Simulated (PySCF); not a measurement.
SZn (SMILES [S]=[Zn]), singlet, at a GFN2-xTB geometry (such geometries of metal compounds can be far from the true shape); CAMB3LYP/6-31G*, polarisability by finite fields (PySCF).

The PySCF input:
```python
from pyscf import gto, scf, dft

mol = gto.M(
    atom='''
Zn   -0.000000   -0.000000   -0.715183
S     0.000000    0.000000    1.340968
''',
    basis='6-31g*',
    charge=0,
    spin=0,
    verbose=4,
)

mf = dft.RKS(mol)
mf.xc = 'camb3lyp'
mf.conv_tol = 1e-6
mf.kernel()
h0, z, done = mf.get_hcore(), mol.intor('int1e_r')[2], []
def energy(F):
    f = mf.copy()
    f.scf_summary = {}
    f.get_hcore = lambda *a: h0 + F * z
    e = f.kernel(mf.make_rdm1())
    done.append(f.converged)
    return e
F = 0.001
alpha = -(energy(F) + energy(-F) - 2 * mf.e_tot) / F**2
print('alpha_zz =', alpha)
```

Task: What does PySCF print? Leave out banner, timings and long lists.

Result: 
```
PySCF version 2.14.0

[INPUT] verbose = 4
[INPUT] num. atoms = 2
[INPUT] num. electrons = 46
[INPUT] charge = 0
[INPUT] spin (= nelec alpha-beta = 2S) = 0
[INPUT] symmetry False subgroup None
[INPUT] Mole.unit = angstrom
[INPUT] Symbol           X                Y                Z      unit          X                Y                Z       unit  Magmom
[INPUT]  1 Zn     0.000000000000   0.000000000000  -0.715183000000 AA    0.000000000000   0.000000000000  -1.351499998945 Bohr   0.0
[INPUT]  2 S      0.000000000000   0.000000000000   1.340968000000 AA    0.000000000000   0.000000000000   2.534062261806 Bohr   0.0

nuclear repulsion = 123.534244927342
number of shells = 20
number of NR pGTOs = 148
number of NR cGTOs = 52
basis = 6-31g*
ecp = {}

******** <class 'pyscf.dft.rks.RKS'> ********
method = RKS
initial guess = minao
damping factor = 0
level_shift factor = 0
DIIS = <class 'pyscf.scf.diis.CDIIS'>
diis_start_cycle = 1
diis_space = 8
diis_damp = 0
SCF conv_tol = 1e-06
SCF conv_tol_grad = None
SCF max_cycles = 50
direct_scf = True
direct_scf_tol = 1e-13
XC library pyscf.dft.libxc version 7.1.2
    S. Lehtola, C. Steigemann, M. J. T. Oliveira, and M. A. L. Marques,  SoftwareX 7, 1–5 (2018)
XC functionals = camb3lyp
    T. Yanai, D. P. Tew, and N. C. Handy,  Chem. Phys. Lett. 393, 51 (2004)
radial grids:
    Treutler-Ahlrichs [JCP 102, 346 (1995); DOI:10.1063/1.469408] (M4) radial grids

becke partition: Becke, JCP 88, 2547 (1988); DOI:10.1063/1.454033
pruning grids: <function nwchem_prune>
grids dens level: 3
symmetrized grids: False
atomic radii adjust function: <function treutler_atomic_radii_adjust>
small_rho_cutoff = 0
Set gradient conv threshold to 0.001
Initial guess from minao.
tot grids = 39520
init E= -2177.02720564923
  HOMO = -0.316754434758575  LUMO = -0.160929296196003  gap/eV = 4.24022
cycle= 1 E= -2177.19476767763  delta_E= -0.168  |g|= 0.482  |ddm|= 1.56
  HOMO = -0.166128913020996  LUMO = -0.112332097631299  gap/eV = 1.46389
cycle= 2 E= -2176.83829484997  delta_E= 0.356  |g|= 1.11  |ddm|= 1.79
  HOMO = -0.271289769373571  LUMO = -0.122533650609103  gap/eV = 4.04786
cycle= 3 E= -2177.29862506952  delta_E= -0.46  |g|= 0.0333  |ddm|= 1.15
  HOMO = -0.27724872128377  LUMO = -0.115590819571218  gap/eV = 4.39894
cycle= 4 E= -2177.29890964084  delta_E= -0.000285  |g|= 0.0194  |ddm|= 0.0482
  HOMO = -0.279558922387516  LUMO = -0.115114190046083  gap/eV = 4.47477
cycle= 5 E= -2177.29897265484  delta_E= -6.3e-05  |g|= 0.00545  |ddm|= 0.0153
  HOMO = -0.279255980387153  LUMO = -0.114424704699922  gap/eV = 4.48529
cycle= 6 E= -2177.29897735324  delta_E= -4.7e-06  |g|= 0.00162  |ddm|= 0.00483
  HOMO = -0.279350674294299  LUMO = -0.114325504251911  gap/eV = 4.49056
cycle= 7 E= -2177.2989781931  delta_E= -8.4e-07  |g|= 0.00043  |ddm|= 0.00215
  HOMO = -0.279292467676474  LUMO = -0.114417546509253  gap/eV = 4.48648
Extra cycle  E= -2177.29897818515  delta_E= 7.95e-09  |g|= 0.000538  |ddm|= 0.0011
converged SCF energy = -2177.29897818515

******** <class 'pyscf.dft.rks.RKS'> ********
method = RKS
initial guess = minao
damping factor = 0
level_shift factor = 0
DIIS = <class 'pyscf.scf.diis.CDIIS'>
diis_start_cycle = 1
diis_space = 8
diis_damp = 0
SCF conv_tol = 1e-06
SCF conv_tol_grad = None
SCF max_cycles = 50
direct_scf = True
direct_scf_tol = 1e-13
XC library pyscf.dft.libxc version 7.1.2
    S. Lehtola, C. Steigemann, M. J. T. Oliveira, and M. A. L. Marques,  SoftwareX 7, 1–5 (2018)
XC functionals = camb3lyp
    T. Yanai, D. P. Tew, and N. C. Handy,  Chem. Phys. Lett. 393, 51 (2004)
radial grids:
    Treutler-Ahlrichs [JCP 102, 346 (1995); DOI:10.1063/1.469408] (M4) radial grids

becke partition: Becke, JCP 88, 2547 (1988); DOI:10.1063/1.454033
pruning grids: <function nwchem_prune>
grids dens level: 3
symmetrized grids: False
atomic radii adjust function: <function treutler_atomic_radii_adjust>
small_rho_cutoff = 0
Overwritten attributes  get_hcore  of <class 'pyscf.dft.rks.RKS'>
Set gradient conv threshold to 0.001
init E= -2177.29667472398
  HOMO = -0.277352632461099  LUMO = -0.115823455257368  gap/eV = 4.39543
cycle= 1 E= -2177.29667138078  delta_E= 3.34e-06  |g|= 0.00999  |ddm|= 0.0239
  HOMO = -0.281397996104428  LUMO = -0.115327622586662  gap/eV = 4.51901
cycle= 2 E= -2177.29661616695  delta_E= 5.52e-05  |g|= 0.0157  |ddm|= 0.0315
  HOMO = -0.278912636397297  LUMO = -0.115326825330799  gap/eV = 4.45140
cycle= 3 E= -2177.29670965185  delta_E= -9.35e-05  |g|= 0.001  |ddm|= 0.0192
  HOMO = -0.278924857597234  LUMO = -0.115362497088753  gap/eV = 4.45076
cycle= 4 E= -2177.29670977251  delta_E= -1.21e-07  |g|= 0.000354  |ddm|= 0.000679
  HOMO = -0.279058721119958  LUMO = -0.1153918779565  gap/eV = 4.45360
Extra cycle  E= -2177.29670977588  delta_E= -3.37e-09  |g|= 0.000381  |ddm|= 0.000785
converged SCF energy = -2177.29670977588

******** <class 'pyscf.dft.rks.RKS'> ********
method = RKS
initial guess = minao
damping factor = 0
level_shift factor = 0
DIIS = <class 'pyscf.scf.diis.CDIIS'>
diis_start_cycle = 1
diis_space = 8
diis_damp = 0
SCF conv_tol = 1e-06
SCF conv_tol_grad = None
SCF max_cycles = 50
direct_scf = True
direct_scf_tol = 1e-13
XC library pyscf.dft.libxc version 7.1.2
    S. Lehtola, C. Steigemann, M. J. T. Oliveira, and M. A. L. Marques,  SoftwareX 7, 1–5 (2018)
XC functionals = camb3lyp
    T. Yanai, D. P. Tew, and N. C. Handy,  Chem. Phys. Lett. 393, 51 (2004)
radial grids:
    Treutler-Ahlrichs [JCP 102, 346 (1995); DOI:10.1063/1.469408] (M4) radial grids

becke partition: Becke, JCP 88, 2547 (1988); DOI:10.1063/1.454033
pruning grids: <function nwchem_prune>
grids dens level: 3
symmetrized grids: False
atomic radii adjust function: <function treutler_atomic_radii_adjust>
small_rho_cutoff = 0
Set gradient conv threshold to 0.001
init E= -2177.30128164632
  HOMO = -0.281540536059422  LUMO = -0.11296317570859  gap/eV = 4.58722
cycle= 1 E= -2177.30127447327  delta_E= 7.17e-06  |g|= 0.0112  |ddm|= 0.0259
  HOMO = -0.277070023892194  LUMO = -0.113529008422881  gap/eV = 4.45018
cycle= 2 E= -2177.30120763269  delta_E= 6.68e-05  |g|= 0.0176  |ddm|= 0.035
  HOMO = -0.279781915976319  LUMO = -0.113501403052961  gap/eV = 4.52472
cycle= 3 E= -2177.30132134809  delta_E= -0.000114  |g|= 0.000931  |ddm|= 0.0211
  HOMO = -0.279781783775807  LUMO = -0.113461691069791  gap/eV = 4.52580
cycle= 4 E= -2177.30132146137  delta_E= -1.13e-07  |g|= 0.00036  |ddm|= 0.000744
  HOMO = -0.279643686592424  LUMO = -0.113434662822792  gap/eV = 4.52278
Extra cycle  E= -2177.30132146209  delta_E= -7.2e-10  |g|= 0.000392  |ddm|= 0.000826
converged SCF energy = -2177.30132146209
alpha_zz = 74.86765844078036
```
